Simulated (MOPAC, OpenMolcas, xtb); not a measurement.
# GeSiH4O (SMILES [SiH3][O][GeH]): the HOMO–LUMO gap, rung by rung

GeSiH4O: 7 atoms, total charge 0, spin state singlet. SMILES: `[SiH3][O][GeH]`. Geometry: relaxed at PBE0-D4/def2-TZVP. This is one conformer, not always the lowest.

Quantity: the HOMO–LUMO gap, in eV. The values are calculated.

| level | kind | program | value (eV) | CPU time |
| --- | --- | --- | --- | --- |
| MNDO | semi-empirical | MOPAC | 8.28 | under 2 s |
| GFN1-xTB | semi-empirical | xtb | 2.63 | under 2 s |
| HF/def2-SVP | Hartree–Fock | OpenMolcas | 9.98 | 7.5 s |
| SVWN5/def2-SVP | LDA | OpenMolcas | 2.25 | 18 s |
| BLYP/def2-SVP | GGA | OpenMolcas | 2.36 | 23 s |
| r2SCAN/def2-SVP | meta-GGA | OpenMolcas | 2.74 | 31 s |
| B3LYP/def2-SVP | global hybrid | OpenMolcas | 3.91 | 23 s |
| M06-2X/def2-SVP | hybrid meta-GGA | OpenMolcas | 6.34 | 26 s |
| B2PLYP/def2-SVP | double hybrid | OpenMolcas | 6.43 | 16 s |

All-electron rows without a relativistic Hamiltonian named are non-relativistic. The values span 2.25 to 9.98 eV. Orbital gaps aren't excitation energies, and those of double hybrids come from the SCF part alone; they tend to grow with the share of exact exchange. CPU times are rough (shared hosts, several kinds of processor and program).
